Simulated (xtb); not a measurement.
H9PSi3, charge +3, doublet, at a GFN2-xTB geometry of the parent state (a state made from the parent by changing its charge; the spin is typed, not shown lowest); GFN1-xTB (xtb).

xtb was given this input:
```
$ xtb mol.xyz --gfn 1 --chrg 3 --uhf 1 --json

# file mol.xyz
13

Si    -0.76269209     1.81264430    -1.17752802
P      0.00471359    -0.00497380    -0.01293666
Si     2.25368306    -0.34757417     0.26066513
Si    -1.49382621    -1.46128209     0.92595130
H      0.46636718     2.48448747    -1.58733297
H     -1.56421063     2.52973589    -0.18929405
H     -1.53400354     1.21340005    -2.26357662
H      2.84356753     0.48195750    -0.78533161
H      2.39598724    -1.78812083     0.06958047
H      2.50046027     0.11265064     1.62515535
H     -0.71985620    -2.69107204     1.06320692
H     -2.57454756    -1.50552230    -0.05453140
H     -1.84477451    -0.81594199     2.18893598
```

Output, abridged:

```
   ID    Z sym.   atoms
    1   14 Si     1, 3, 4
    2   15 P      2
    3    1 H      5-13

           -------------------------------------------------
          |                Calculation Setup                |
           -------------------------------------------------

           -------------------------------------------------
          |                 G F N 1 - x T B                 |
           -------------------------------------------------

          ...................................................
          :                      SETUP                      :
          :.................................................:
          :  # basis functions                  58          :
          :  # atomic orbitals                  54          :
          :  # shells                           30          :
          :  # electrons                        23          :
          :  # halogen bonds                     0          :
          :  max. iterations                   250          :
          :  Hamiltonian                  GFN1-xTB          :
          :  restarted?                      false          :
          :  GBSA solvation                  false          :
          :  PC potential                    false          :
          :  electronic temp.          300.0000000     K    :
          :  accuracy                    1.0000000          :
          :  -> integral cutoff          0.2500000E+02      :
          :  -> integral neglect         0.1000000E-07      :
          :  -> SCF convergence          0.1000000E-05 Eh   :
          :  -> wf. convergence          0.2000000E-04 e    :
          :  Broyden damping             0.4000000          :
          :  net charge                          3          :
          :  unpaired electrons                  1          :
          ...................................................

 iter      E             dE          RMSdq      gap      omega  full diag
   1    -10.9720646 -0.109721E+02  0.611E+00    0.42       0.0  T
   2    -10.5173971  0.454668E+00  0.620E+00    0.11       1.0  T
   3    -10.2489457  0.268451E+00  0.476E+00    0.74       1.0  T
   4    -11.1586871 -0.909741E+00  0.957E-01    0.39       1.0  T
   5    -11.1587618 -0.746730E-04  0.896E-01    0.30       1.0  T
   6    -11.1208947  0.378671E-01  0.120E+00    0.26       1.0  T
   7    -11.1707029 -0.498082E-01  0.533E-01    0.32       1.0  T
   8    -11.1751554 -0.445250E-02  0.408E-01    0.33       1.0  T
[...]
         :: total energy             -11.089012530559 Eh    ::
[...]
     5H     0.09312  0.17976   0.907  0.000  0.000
     6H     0.12412  0.21037   0.876  0.000  0.000
     7H     0.12310  0.20934   0.877  0.000  0.000
     8H     0.09700  0.18360   0.903  0.000  0.000
     9H     0.10854  0.19495   0.891  0.000  0.000
    10H     0.13569  0.22182   0.864  0.000  0.000
    11H     0.10072  0.18730   0.899  0.000  0.000
    12H     0.11020  0.19667   0.890  0.000  0.000
    13H     0.12575  0.21186   0.874  0.000  0.000

Wiberg/Mayer (AO) data.
largest (>0.10) Wiberg bond orders for each atom

 ---------------------------------------------------------------------------
     #   Z sym  total        # sym  WBO       # sym  WBO       # sym  WBO
 ---------------------------------------------------------------------------
     1  14 Si   3.369 --     2 P    0.841     5 H    0.765     7 H    0.717
                             6 H    0.713     4 Si   0.112     3 Si   0.108
     2  15 P    3.313 --     4 Si   0.841     1 Si   0.841     3 Si   0.839
                            10 H    0.130    13 H    0.126     7 H    0.112
                             6 H    0.105
     3  14 Si   3.363 --     2 P    0.839     8 H    0.759     9 H    0.741
                            10 H    0.696     4 Si   0.110     1 Si   0.108
     4  14 Si   3.377 --     2 P    0.841    11 H    0.751    12 H    0.735
                            13 H    0.711     1 Si   0.112     3 Si   0.110
     5   1 H    0.894 --     1 Si   0.765
     6   1 H    0.933 --     1 Si   0.713     2 P    0.105
     7   1 H    0.938 --     1 Si   0.717     2 P    0.112
     8   1 H    0.898 --     3 Si   0.759
     9   1 H    0.920 --     3 Si   0.741
    10   1 H    0.941 --     3 Si   0.696     2 P    0.130
    11   1 H    0.901 --     4 Si   0.751
    12   1 H    0.911 --     4 Si   0.735
    13   1 H    0.964 --     4 Si   0.711     2 P    0.126
 ---------------------------------------------------------------------------

Topologies differ in total number of bonds
Writing topology from bond orders to xtbtopo.mol

 dipole moment from electron density (au)
     X       Y       Z
  -0.1562   0.0743   0.2381  total (Debye):    0.748

           -------------------------------------------------
          | TOTAL ENERGY              -11.089012530559 Eh   |
          | GRADIENT NORM               0.030869197282 Eh/α |
          | HOMO-LUMO GAP               0.342598206565 eV   |
           -------------------------------------------------

normal termination of xtb
```
